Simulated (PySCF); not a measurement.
C2ClO2Pt (SMILES [O+]#[C-]->[Pt+]([Cl])<-[C-]#[O+]), charge +1, singlet, geometry from GFN2-xTB (such geometries of metal compounds can be far from the true shape) (the multiplicity is a formal guess) (core potentials on Pt). Base run: PySCF with DF-B3LYP/def2-SV(P).

Input for PySCF:
```python
from pyscf import gto, scf, dft

mol = gto.M(
    atom='''
Pt   -0.10034915   -0.07823285    0.00708963
Cl   -1.70230998   -1.32713188    0.12026756
O     0.41165848    2.55148831   -1.39841969
C     0.31507625    1.58271118   -0.84308924
O     2.68810317   -0.13489407    1.17942270
C     1.67965885   -0.02760278    0.70216196
''',
    basis='def2-sv(p)',
    ecp={'Pt': 'def2-sv(p)'},
    charge=1,
    verbose=4,
)

mf = dft.RKS(mol)
mf.xc = 'b3lyp'
mf = mf.density_fit(auxbasis='def2-universal-jkfit')
mf.kernel()
```

Variants of this job, named by their change:

```json
[
 {"change": "base", "E (Eh)": "-805.65814", "HOMO (eV)": "-13.88", "HOMO-LUMO gap (eV)": "3.69", "core-seconds (rough)": "5"},
 {"change": "functional = lda,vwn", "E (Eh)": "-802.24956", "HOMO (eV)": "-13.11", "HOMO-LUMO gap (eV)": "2.02", "core-seconds (rough)": "9"},
 {"change": "functional = b3lyp5", "E (Eh)": "…", "HOMO (eV)": "…", "HOMO-LUMO gap (eV)": "3.69", "core-seconds (rough)": "5"},
 {"change": "functional = revpbe", "E (Eh)": "…", "HOMO (eV)": "…", "HOMO-LUMO gap (eV)": "…", "core-seconds (rough)": "10"},
 {"change": "functional = scan", "E (Eh)": "-805.60320", "HOMO (eV)": "-13.31", "HOMO-LUMO gap (eV)": "2.30", "core-seconds (rough)": "20"},
 {"change": "functional = pbe", "E (Eh)": "…", "HOMO (eV)": "-12.91", "HOMO-LUMO gap (eV)": "2.04", "core-seconds (rough)": "10"},
 {"change": "functional = pbe; dispersion = d3bj", "E (Eh)": "-805.25421", "HOMO (eV)": "-12.91", "HOMO-LUMO gap (eV)": "2.04", "core-seconds (rough)": "9"},
 {"change": "functional = pbe; dispersion = d4", "E (Eh)": "-805.25413", "HOMO (eV)": "-12.91", "HOMO-LUMO gap (eV)": "2.04", "core-seconds (rough)": "10"},
 {"change": "functional = tpss", "E (Eh)": "-805.66279", "HOMO (eV)": "-13.01", "HOMO-LUMO gap (eV)": "2.17", "core-seconds (rough)": "20"},
 {"change": "functional = mn12l", "E (Eh)": "-804.40670", "HOMO (eV)": "-13.44", "HOMO-LUMO gap (eV)": "2.83", "core-seconds (rough)": "10"},
 {"change": "functional = r2scan", "E (Eh)": "-805.52620", "HOMO (eV)": "-13.26", "HOMO-LUMO gap (eV)": "2.28", "core-seconds (rough)": "10"},
 {"change": "functional = b3lyp; dispersion = d3zero", "E (Eh)": "-805.66321", "HOMO (eV)": "-13.88", "HOMO-LUMO gap (eV)": "3.69", "core-seconds (rough)": "7"},
 {"change": "functional = pbe0", "E (Eh)": "…", "HOMO (eV)": "…", "HOMO-LUMO gap (eV)": "…", "core-seconds (rough)": "8"}
]
```

Q: Some entries are withheld; supply them.

A: 
- functional = b3lyp5, E (Eh): -805.42457
- functional = b3lyp5, HOMO (eV): -13.79
- functional = revpbe, E (Eh): -805.57056
- functional = revpbe, HOMO (eV): -12.85
- functional = revpbe, HOMO-LUMO gap (eV): 2.05
- functional = pbe, E (Eh): -805.24767
- functional = pbe0, E (Eh): -805.19888
- functional = pbe0, HOMO (eV): -14.18
- functional = pbe0, HOMO-LUMO gap (eV): 4.14

Total energies compare only within one method and basis.
